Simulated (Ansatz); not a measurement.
The same path of FH + H2O + H4Sn (10 atoms, charge 0, multiplicity 1) was run twice with different band settings. Lost on the way: Sn1–H2, H6–O7, H8–F9. Made: Sn1–O7, H2–H8, H6–F9.

Theory: UKS PBE0-D4/def2-SVP in Ansatz.

Relaxed end points:

```xyz
10
Properties=species:S:1:pos:R:3
Sn -0.826 -1.193 -0.315
H 0.853 -0.914 -0.655
H -1.042 -2.833 -0.799
H -1.136 -1.073 1.353
H -1.789 -0.210 -1.319
H 0.584 1.605 0.775
O -0.342 1.593 0.487
H 1.803 0.075 0.135
F 2.251 0.753 0.602
H -0.356 2.197 -0.263
```

```xyz
10
Properties=species:S:1:pos:R:3
Sn -1.368 -0.609 0.090
H 2.505 -0.085 -1.355
H -0.299 -1.756 -0.579
H -1.726 -0.820 1.736
H -2.761 -0.398 -0.887
H 0.762 0.783 0.940
O -0.449 1.203 0.070
H 2.259 -0.040 -0.635
F 1.331 0.184 1.432
H -0.254 1.539 -0.813
```

Common settings: climbing image yes; spring 5.0 eV/Å²; optimiser quadratic models (default); start path through a guess of the saddle point; force threshold 0.03 eV/Å; iteration limit 60; end points relaxed.

| run | movable images |
| --- | --- |
| 1 | 5 |
| 2 | 3 |

Task: What does each run give, and how far can it be trusted?

Result: Run 1: converged after 38 iterations, highest image 1.075 eV above the first end. A vibrational analysis at the climbing image gives one clearly imaginary mode, 1047i cm⁻¹: a first-order saddle point.
Run 2: converged after 43 iterations, highest image 1.066 eV above the first end. The order of the stationary point at the top wasn't checked. So few images can step over the top or miss a turn of the path.
The orbitals stay closed-shell, which can raise the energy where a bond breaks towards radicals; this wasn't checked here.
